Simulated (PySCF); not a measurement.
# What a mistake does to a calculation on AlGeH2O2

These are calculations, not measurements. The program is PySCF 2.14.0, an open-source quantum chemistry code, run on an isolated molecule that a program drew, which may never have been made. The molecule is AlGeH2O2 (charge 0, doublet), drawn as the SMILES string `[O]=[Al][O][GeH2]`.

Each row is a Hartree-Fock (HF) and frozen-core CCSD(T) single point in the cc-pV(D+d)Z basis, meant for a local HF minimum. Run 1 is clean. Each other run has one planted mistake out of seven kinds, and not every kind appears here: one electron removed, one electron added, multiplicity raised by two, geometry at a saddle point, minimal basis STO-3G, one bond length entered in bohr, all coordinates scaled. The reference is restricted for singlets and unrestricted otherwise, and also for a bond in bohr. Adding or removing an electron swaps singlet and doublet. Electrons count all cores. HOMO and LUMO are orbital energies over both spins, the gradient is its largest component, and the lowest frequency (negative if imaginary) is given only where the gradient is small. Bond lengths are over the 5 bonds as drawn. T1 is the CCSD diagnostic: over 0.02 (restricted) or 0.045 (unrestricted) a single reference is doubtful. Germanium has the cc-pVDZ-PP basis, with a core potential (ECP10MDF) in place of its 10 inner electrons, and its 3s, 3p and 3d shells are frozen in CCSD(T).

Geometry of the clean run:
```xyz
6
AlGeH2O2, angstrom
O     2.4440   -0.1212    2.7076
Al    1.4293   -0.8273    1.7318
O     0.3751   -1.5635    0.7093
Ge   -0.6883   -2.3540   -0.4873
H    -0.9867   -3.7622    0.0464
H    -1.9498   -1.4867   -0.6011
```

| run | electrons | basis functions | <S^2> | HOMO (eV) | LUMO (eV) | gradient (hartree/bohr) | lowest frequency (cm^-1) | mean bond (Å) | longest bond (Å) | T1 | HF (hartree) | CCSD(T) (hartree) | mistake |
|---|---|---|---|---|---|---|---|---|---|---|---|---|---|
| 1 | 63 | 84 | 0.754 | -9.80 | 0.36 | 1.5e-05 | 59 | 1.6147 | 1.785 | 0.0258 | -686.20543 | -686.75099 | no fault |
| 2 | 63 | 84 | 3.761 | -6.34 | 0.65 | 8.7e-02 | - | 1.6147 | 1.785 | 0.0201 | -686.13906 | -686.63161 | multiplicity raised by two |
| 3 | 62 | 84 | 0.000 | -14.33 | -8.17 | 9.5e-02 | - | 1.6147 | 1.785 | 0.0397 | -685.87461 | -686.43034 | one electron removed |
| 4 | 63 | 84 | 0.768 | -7.81 | 0.95 | 3.5e-05 | -1210 | 1.5975 | 1.774 | 0.0257 | -686.17751 | -686.72665 | geometry at a saddle point |
| 5 | 63 | 84 | 0.975 | -9.86 | -0.01 | 2.4e-02 | - | 1.8879 | 2.901 | 0.0408 | -686.13321 | -686.67286 | ? |
| 6 | 64 | 84 | 0.000 | -1.28 | 5.21 | 9.0e-02 | - | 1.6147 | 1.785 | 0.0255 | -686.21970 | -686.79022 | ? |

**Which mistake was planted in run 5, and what did it cost?**

The mean bond changes by a factor of 1.169 and the longest by 1.625, so the molecule wasn't scaled as a whole. A length L in bohr read as angstrom grows by (1/0.5292 - 1) L = 0.890 L. The 5 bonds together grew by 5 x 0.2732 = 1.366 Å, which gives L = 1.535 Å. That is the length of one of the Ge-H bonds, 1.535 Å in the clean geometry. So the mistake is: one bond length entered in bohr. Subtracting run 1 and multiplying by 627.51 kcal/mol a hartree, the energy moved by 45.3 kcal/mol in HF and 49.0 kcal/mol in CCSD(T).

**Which mistake was planted in run 6, and what did it cost?**

It counts 64 electrons, one more than the clean run, at the same geometry and basis. So the mistake is: one electron added. Subtracting run 1 and multiplying by 627.51 kcal/mol a hartree, the energy moved by -9.0 kcal/mol in HF and -24.6 kcal/mol in CCSD(T).

Cautions from the logs. Run 3: T1 is over the limit, so its CCSD(T) energy is less reliable; run 6: T1 is over the limit, so its CCSD(T) energy is less reliable.
